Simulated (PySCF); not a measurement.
Run record: excited-state job, `C#CC1(C(N)=O)CC1`.

Method: TDDFT wB97X-D/def2-SVPD, vertical, gas phase, core orbitals frozen in the response (PySCF 2.14.0, density-fitted response routines). Geometry: PBE0-D3(BJ)/def2-SVP. The command runs a driver script over a list of jobs; the input below is this job's line of settings and its coordinates in Å.

Command:
```bash
OMP_NUM_THREADS=1 python probes_run.py task.json out
```

Input:
```
{"job": {"kind": "uv", "xc": "wB97X-D", "basis": "def2-SVPD", "dynamic": true, "nstates": 6, "ntriplets": 0}, "charge": 0, "multiplicity": 1}
C      1.903648    -0.972120     1.471912
C      1.095057    -0.442854     0.738181
C      0.113785     0.165296    -0.119706
C     -1.311664    -0.347871    -0.066143
N     -1.531315    -1.354817     0.805676
O     -2.175113     0.133120    -0.773683
C      0.234835     1.649929    -0.433498
C      0.548633     0.664707    -1.490601
H      2.631987    -1.432555     2.113377
H     -2.468078    -1.725571     0.884842
H     -0.787148    -1.720126     1.383996
H      1.052950     2.181797     0.056532
H     -0.719605     2.176697    -0.503841
H      1.591921     0.488631    -1.760423
H     -0.192685     0.520618    -2.279963
```

What does the run print?

```
coarse grid: 13008 points
cycle   1  E = -362.1617481914  dE =  1.628e+00  |g| = 8.730e-01  |ddm| = 1.056e+01
cycle   2  E = -361.9758793022  dE =  1.859e-01  |g| = 1.373e+00  |ddm| = 3.579e+00
cycle   3  E = -362.3242443156  dE = -3.484e-01  |g| = 1.014e-01  |ddm| = 2.109e+00
cycle   4  E = -362.3261181087  dE = -1.874e-03  |g| = 5.522e-02  |ddm| = 4.022e-01
cycle   5  E = -362.3267673764  dE = -6.493e-04  |g| = 1.411e-02  |ddm| = 1.630e-01
cycle   6  E = -362.3268132698  dE = -4.589e-05  |g| = 5.470e-03  |ddm| = 4.882e-02
cycle   7  E = -362.3268212346  dE = -7.965e-06  |g| = 2.209e-03  |ddm| = 2.014e-02
final grid: 127056 points
cycle   8  E = -362.3840617213  dE = -1.272e-04  |g| = 7.178e-03  |ddm| = 3.363e-01
cycle   9  E = -362.3840631497  dE = -1.428e-06  |g| = 7.126e-03  |ddm| = 3.226e-02
cycle  10  E = -362.3840734717  dE = -1.032e-05  |g| = 1.038e-03  |ddm| = 1.174e-02
cycle  11  E = -362.3840736816  dE = -2.099e-07  |g| = 6.264e-04  |ddm| = 3.259e-03
cycle  12  E = -362.3840737787  dE = -9.714e-08  |g| = 1.158e-04  |ddm| = 1.698e-03
cycle  13  E = -362.3840737829  dE = -4.202e-09  |g| = 4.668e-05  |ddm| = 3.892e-04
cycle  14  E = -362.3840737837  dE = -8.181e-10  |g| = 2.710e-05  |ddm| = 2.216e-04
converged SCF energy = -362.3840737837

Static polarisability (au): isotropic 78.772, principal 58.974 78.310 99.031

Singlet excitations
state   eV       nm        f      main configurations
  1   5.9230    209.3   0.00006   H->L+1 0.65, H->L+3 0.21
  2   6.1293    202.3   0.00088   H-1->L+2 0.54, H-1->L 0.32
  3   6.6078    187.6   0.01266   H-1->L+3 0.29, H-1->L+1 0.17, H->L+2 0.15
  4   6.8570    180.8   0.00126   H->L+3 0.40, H-3->L+3 0.19, H->L+1 0.15
  5   7.4226    167.0   0.03443   H-1->L+1 0.66, H-1->L+3 0.16
  6   7.4358    166.7   0.05001   H-1->L 0.53, H-1->L+2 0.36
```

The SCF starts on a coarse grid where the log names one; the energy can jump when the final grid takes over, and dE then counts from the start density on the new grid. H and L stand for HOMO and LUMO; the number after each pair is its weight.

Give the mean polarisability as a volume in Å³, and the ratio of the largest to the smallest principal value.

78.772 au × 0.148185 = 11.67 Å³; 99.031/58.974 = 1.68.

Which computed singlet has the largest oscillator strength, and what do all of them sum to?

State 6 at 7.44 eV (167 nm), f = 0.050; the 6 states sum to 0.099.

Main results: HOMO -9.36 eV, LUMO 2.12 eV; lowest singlet 5.92 eV; mean polarisability 78.8 au.

Estimate the wall time. Hardware: one thread, Intel Xeon 6975P-C (x86_64), no GPU (shared host). And the peak memory of the process?

About 31 s, with 0.94 GiB resident at the peak, the Python interpreter and its libraries included.

One conformer stands for the species.
Labels such as C1 count atoms from 1, the log's own numbers from 0.

Note: wB97X-D ran without an empirical dispersion term, which enters the total energy and its gradient alone.
